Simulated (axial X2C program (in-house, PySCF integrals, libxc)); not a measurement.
**GaMo at several levels of theory**

All values were computed with an in-house all-electron X2C program for linear molecules (integrals from PySCF). Spin-free means the one-electron spin-free X2C Hamiltonian; two-component (2c) means X2C with spin–orbit coupling and atomic mean-field two-electron Coulomb and Gaunt terms, so the difference of the two also holds small scalar two-electron terms. Basis: Mo dyall-cv3z [11s12p9d5f3g], Ga dyall-cv3z [9s9p7d4f1g] (cores contracted in-house); Gaussian nuclei, density fitting, unrestricted open shells. Masses: Mo 97.905 u, Ga 68.926 u.

State, spin-free: M_S = 5/2, Λ = 0 (beyond evenly filled blocks: σα, π+α, π-α, δ+α, δ-α); electrons by block: σα: 17, σβ: 16, π+α: 8, π+β: 7, π-α: 8, π-β: 7, δ+α: 3, δ+β: 2, δ-α: 3, δ-β: 2. Fragments: Mo + Ga.

State, 2c: Ω = 5/2 (⟨Sz⟩ = 2.50, ⟨Lz⟩ = 0.00 at PBE0); electrons by block: 1/2: 24, -1/2: 24, 3/2: 10, -3/2: 10, 5/2: 3, -5/2: 2. Fragments: Mo + Ga.

| Hamiltonian | level | Re (Å) | ωe (cm⁻¹) | ωexe (cm⁻¹) | Be (cm⁻¹) | De (eV) | k (mdyn/Å) | μ (D) |
| --- | --- | --- | --- | --- | --- | --- | --- | --- |
| spin-free | PBE0 | 2.743 | 155.8 | 0.582 | 0.05539 | 1.18 | 0.579 | -0.78 |
| spin-free | CCSD | 2.816 | 146.5 | 0.622 | 0.05254 | 0.948 | 0.512 | n/a |
| spin-free | CCSD(T) | 2.780 | 156.3 | 0.628 | 0.05392 | 1.08 | 0.582 | n/a |
| spin-free | r2SCAN | 2.700 | 158.0 | 0.603 | 0.05719 | 1.19 | 0.595 | -1.00 |
| 2c | PBE0 | 2.744 | 155.5 | 0.582 | 0.05536 | n/a | 0.577 | -0.78 |
| 2c | r2SCAN | 2.700 | 157.7 | 0.601 | 0.05716 | n/a | 0.593 | -1.00 |

Correlated methods: 9 electrons correlated (number of frozen shells: Mo 4 s, 3 p, 1 d; Ga 3 s, 2 p, 1 d), 355 virtual spin orbitals or spinors in MP2, 90 natural virtuals in coupled cluster.

Dipoles are positive if Ga is the positive end.

The state is a single determinant with fixed occupations, the lowest that a limited PBE0 search found. Dissociation energies refer to the lowest single-determinant-based atoms at the same level and basis. De is not given where an atomic determinant may have missed its ground term or J level, or where the truncated virtual space spoils (T). Density functionals use the spin component along the axis (collinear). CCSD and (T) use frozen natural virtuals with an MP2 correction for the truncation; (T) itself is uncorrected, so its De runs slightly low. Other states lie close and PBE0, whose exact exchange favours high spin, may order them wrongly; the determinant shown need not be the ground state. The nearest other spin-free determinant of the search, M_S = 5/2, Λ = 1, lies 0.46 eV up at the distance of the search. The functionals have no current-density term, which raises determinants with orbital currents, atoms included. With several unpaired electrons one determinant need not be a pure state. This is the top spin component of a Σ state; components of lower Ω are not single determinants and can lie lower. The determinant is spin-polarised beyond a pure state at some levels (its spin-free form has ⟨S²⟩ too high), which makes Re and μ there less reliable. The T1 diagnostic is large, a sign of multireference character. With the outer-core shells frozen, correlated bond lengths of heavy atoms tend to come out a few hundredths of an ångström too long.

No reliable constants came from CCSD (2c), CCSD(T) (2c), HF (2c), HF (spin-free), MP2 (2c), MP2 (spin-free): no minimum in range, unconverged points, a curve that is not smooth, a change of character along it, or the two Hamiltonians disagreeing along it.

Rough cost a point (2c) on 1 thread(s) of a shared host, integrals apart: PBE0 2.7 s, r2SCAN 2.3 s.

The whole task took 6.6 min on 1 thread of Arm Neoverse N1 (shared host).
